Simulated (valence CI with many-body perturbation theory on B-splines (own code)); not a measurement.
**E1 line list for F III**

Method: configuration interaction combined with many-body perturbation theory (CI+MBPT): five valence electrons over a frozen Dirac-Fock core [He], a basis of 9 s, 9 p, 8 d, 6 f, 3 g, 1 h functions for each j, with the one-electron correlation potential Σ1, the two-electron term Σ2, the three-electron term Σ3, Breit, model QED; selected CI, second order for the rest, scaled by the run's own slope (own B-spline code, finite nucleus).

Set against measurement, 49 paired levels are off by 116 cm⁻¹ on average, the worst by 421. These come from a selection out of Moore, Atomic Energy Levels, vol. I, NSRDS-NBS 35 (1971 reprint of NBS Circular 467, 1949), an old analysis. Levels without a partner in it may be off by more. Among the levels kept, up to 1600 cm⁻¹ of a level comes from second order outside the variational space, and about a tenth of that is noise between levels of different J, which matters for small intervals.

Lines 201 to 250 of 275 in falling wavelength, among levels below 50.306 eV, chosen from the strongest by gf and those to the six lowest levels. Wavelengths and rates use the calculated energies, so an error of 100 cm⁻¹ moves a line at 31.59 nm by 0.032 % and its rate by three times that or more. Electric multipoles are in the length gauge, E1 and E2 with the static RPA response of the core. Weak lines are less certain than strong ones. Lines between different terms over intervals too small for the method are left out, as are lines whose strength nearly cancels. Where a level lies close to another of its J and parity, the split of strength between their lines is uncertain. The highest levels of a list are the least certain.

| λ vac (nm) | λ from measured levels | Upper | Lower | A (s⁻¹) | log gf | Branch % |
| --- | --- | --- | --- | --- | --- | --- |
| 32.29 |  | 2s²2p²3s ²D_5/2 | 2s²2p³ ²D°_3/2 | 2.83e+08 | -1.58 | 5.5 |
| 32.29 |  | 2s²2p²3s ²D_3/2 | 2s²2p³ ²D°_3/2 | 3.42e+09 | -0.67 | 66.0 |
| 32.28 |  | 2s²2p²3s ²D_5/2 | 2s²2p³ ²D°_5/2 | 3.57e+09 | -0.48 | 68.7 |
| 32.28 |  | 2s²2p²3s ²D_3/2 | 2s²2p³ ²D°_5/2 | 3.50e+08 | -1.66 | 6.8 |
| 31.59 | 31.57 | 2s²2p²3s ⁴P_1/2 | 2s²2p³ ⁴S°_3/2 | 2.97e+09 | -1.05 | 100.0 |
| 31.57 | 31.55 | 2s²2p²3s ⁴P_3/2 | 2s²2p³ ⁴S°_3/2 | 2.98e+09 | -0.75 | 99.9 |
| 31.54 | 31.52 | 2s²2p²3s ⁴P_5/2 | 2s²2p³ ⁴S°_3/2 | 2.97e+09 | -0.57 | 100.0 |
| 31.15 |  | 2s²2p²3s ²S_1/2 | 2s²2p³ ²P°_3/2 | 3.19e+09 | -1.03 | 66.0 |
| 31.15 |  | 2s²2p²3s ²S_1/2 | 2s²2p³ ²P°_1/2 | 1.64e+09 | -1.32 | 34.0 |
| 30.83 | 30.82 | 2s²2p²3s ²P_1/2 | 2s²2p³ ⁴S°_3/2 | 2.03e+05 | -5.24 | 0.0 |
| 30.79 | 30.78 | 2s²2p²3s ²P_3/2 | 2s²2p³ ⁴S°_3/2 | 3.04e+05 | -4.76 | 0.0 |
| 29.82 |  | 2s²2p²3d ⁴F_3/2 | 2s²2p³ ²P°_3/2 | 8.59e+04 | -5.34 | 0.0 |
| 29.82 |  | 2s²2p²3d ⁴F_3/2 | 2s²2p³ ²P°_1/2 | 9.47e+05 | -4.30 | 0.3 |
| 29.81 |  | 2s²2p²3d ⁴F_5/2 | 2s²2p³ ²P°_3/2 | 1.30e+05 | -4.98 | 0.0 |
| 29.62 |  | 2s²2p²3d ²P_3/2 | 2s²2p³ ²P°_3/2 | 6.42e+09 | -0.47 | 59.0 |
| 29.62 |  | 2s²2p²3d ²P_3/2 | 2s²2p³ ²P°_1/2 | 1.49e+09 | -1.10 | 13.7 |
| 29.60 |  | 2s²2p²3d ²P_1/2 | 2s²2p³ ²P°_3/2 | 2.34e+09 | -1.21 | 25.1 |
| 29.60 |  | 2s²2p²3d ²P_1/2 | 2s²2p³ ²P°_1/2 | 4.59e+09 | -0.92 | 49.4 |
| 29.57 |  | 2s²2p²3d ⁴D_3/2 | 2s²2p³ ²P°_3/2 | 3.23e+08 | -1.77 | 19.0 |
| 29.57 |  | 2s²2p²3d ⁴D_5/2 | 2s²2p³ ²P°_3/2 | 1.36e+06 | -3.97 | 0.1 |
| 29.57 |  | 2s²2p²3d ⁴D_3/2 | 2s²2p³ ²P°_1/2 | 8.79e+07 | -2.34 | 5.2 |
| 29.57 |  | 2s²2p²3d ⁴D_1/2 | 2s²2p³ ²P°_3/2 | 5.93e+08 | -1.81 | 21.7 |
| 29.57 |  | 2s²2p²3d ⁴D_1/2 | 2s²2p³ ²P°_1/2 | 1.17e+09 | -1.51 | 42.6 |
| 29.54 |  | 2s²2p²3s ²S_1/2 | 2s²2p³ ²D°_3/2 | 8.12e+05 | -4.67 | 0.0 |
| 29.51 |  | 2s²2p²3d ⁴P_5/2 | 2s²2p³ ²P°_3/2 | 3.15e+06 | -3.61 | 0.0 |
| 29.49 |  | 2s²2p²3d ⁴P_3/2 | 2s²2p³ ²P°_3/2 | 4.38e+06 | -3.64 | 0.0 |
| 29.49 |  | 2s²2p²3d ⁴P_3/2 | 2s²2p³ ²P°_1/2 | 3.32e+06 | -3.76 | 0.0 |
| 29.49 |  | 2s²2p²3d ⁴P_1/2 | 2s²2p³ ²P°_3/2 | 1.69e+06 | -4.36 | 0.0 |
| 29.49 |  | 2s²2p²3d ⁴P_1/2 | 2s²2p³ ²P°_1/2 | 2.91e+06 | -4.12 | 0.0 |
| 29.46 |  | 2s²2p²3d ²F_5/2 | 2s²2p³ ²P°_3/2 | 1.19e+06 | -4.03 | 0.0 |
| 29.12 |  | 2s²2p²3d ²D_3/2 | 2s²2p³ ²P°_3/2 | 1.92e+09 | -1.01 | 13.5 |
| 29.12 |  | 2s²2p²3d ²D_3/2 | 2s²2p³ ²P°_1/2 | 7.74e+09 | -0.40 | 54.3 |
| 29.11 |  | 2s²2p²3d ²D_5/2 | 2s²2p³ ²P°_3/2 | 9.44e+09 | -0.14 | 65.5 |
| 29.06 | 29.07 | 2s²2p²3s ²D_5/2 | 2s²2p³ ⁴S°_3/2 | 1.62e+05 | -4.91 | 0.0 |
| 29.06 | 29.07 | 2s²2p²3s ²D_3/2 | 2s²2p³ ⁴S°_3/2 | 3.18e+04 | -5.79 | 0.0 |
| 28.34 |  | 2s²2p²3d ⁴F_3/2 | 2s²2p³ ²D°_3/2 | 2.51e+06 | -3.92 | 0.7 |
| 28.33 |  | 2s²2p²3d ⁴F_3/2 | 2s²2p³ ²D°_5/2 | 1.54e+04 | -6.13 | 0.0 |
| 28.33 |  | 2s²2p²3d ⁴F_5/2 | 2s²2p³ ²D°_3/2 | 6.31e+06 | -3.34 | 1.6 |
| 28.33 |  | 2s²2p²3d ⁴F_5/2 | 2s²2p³ ²D°_5/2 | 2.53e+06 | -3.74 | 0.7 |
| 28.31 |  | 2s²2p²3d ⁴F_7/2 | 2s²2p³ ²D°_5/2 | 1.05e+07 | -3.00 | 2.7 |
| 28.16 |  | 2s²2p²3d ²P_3/2 | 2s²2p³ ²D°_3/2 | 4.00e+08 | -1.72 | 3.7 |
| 28.16 |  | 2s²2p²3d ²P_3/2 | 2s²2p³ ²D°_5/2 | 2.07e+09 | -1.01 | 19.0 |
| 28.14 |  | 2s²2p²3d ²P_1/2 | 2s²2p³ ²D°_3/2 | 1.89e+09 | -1.35 | 20.3 |
| 28.12 |  | 2s²2p²3d ⁴D_3/2 | 2s²2p³ ²D°_3/2 | 2.96e+07 | -2.85 | 1.7 |
| 28.11 |  | 2s²2p²3d ⁴D_5/2 | 2s²2p³ ²D°_3/2 | 2.66e+07 | -2.72 | 1.2 |
| 28.11 |  | 2s²2p²3d ⁴D_3/2 | 2s²2p³ ²D°_5/2 | 9.52e+07 | -2.35 | 5.6 |
| 28.11 |  | 2s²2p²3d ⁴D_1/2 | 2s²2p³ ²D°_3/2 | 4.54e+08 | -1.97 | 16.6 |
| 28.11 |  | 2s²2p²3d ⁴D_5/2 | 2s²2p³ ²D°_5/2 | 5.82e+03 | -6.38 | 0.0 |
| 28.10 |  | 2s²2p²3d ⁴D_7/2 | 2s²2p³ ²D°_5/2 | 5.68e+07 | -2.27 | 12.2 |
| 28.06 |  | 2s²2p²3d ⁴P_5/2 | 2s²2p³ ²D°_3/2 | 3.20e+06 | -3.64 | 0.0 |

(1) How does gf follow from A for the line at 28.14 nm?

Answers

(1) gf = 1.4992 × (2J+1)_upper × A / σ², with σ = 355337 cm⁻¹ and 2J+1 = 2: gf = 0.0448.
